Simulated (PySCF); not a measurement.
**Orbital picture of HI**

B3LYP at R = 1.619 Å; basis H def2-SVPD, I def2-SVPD with ECP28; scalar-relativistic core potentials; PySCF 2.14. State: ¹Σ⁺ (singlet), closed shell. Only the outer orbitals are listed, counted within each symmetry, core potentials removing the inner ones.

| orbital | occ. | ε (eV) | on H (%) | main shells (%) |
| --- | --- | --- | --- | --- |
| 4σ | 2 | -19.59 | 8 | 91 I s |
| 5σ | 2 | -11.30 | 36 | 56 I p, 35 H s |
| 3π | 2 | -7.69 | 2 | 98 I p |
| 3π | 2 | -7.69 | 2 | 98 I p |
| 6σ | 0 | -1.26 | 36 | 24 H s, 23 I p, 22 I d |

**Question.** Which are the highest filled and the lowest empty level, where do they sit, and how wide is the gap?

**Answer.** Highest filled 3π at -7.69 eV (in %: 98 I p); lowest empty 6σ at -1.26 eV (in %: 24 H s, 23 I p, 22 I d); the gap at B3LYP is 6.43 eV.

| Quantity | Value |
| --- | --- |
| bond order (Mayer) | 1.11 |
| ⟨S²⟩ | 0.000 |
| charge on H (Mulliken, basis-dependent) | 0.06 |
| charge on H (Löwdin, basis-dependent) | -0.36 |
| dipole moment (positive dipole means H(−)I(+)) | -0.43 D |
| polarisability along the bond | 37.8 bohr³ |
| polarisability across the bond | 35.9 bohr³ |

Spin–orbit coupling is left out.
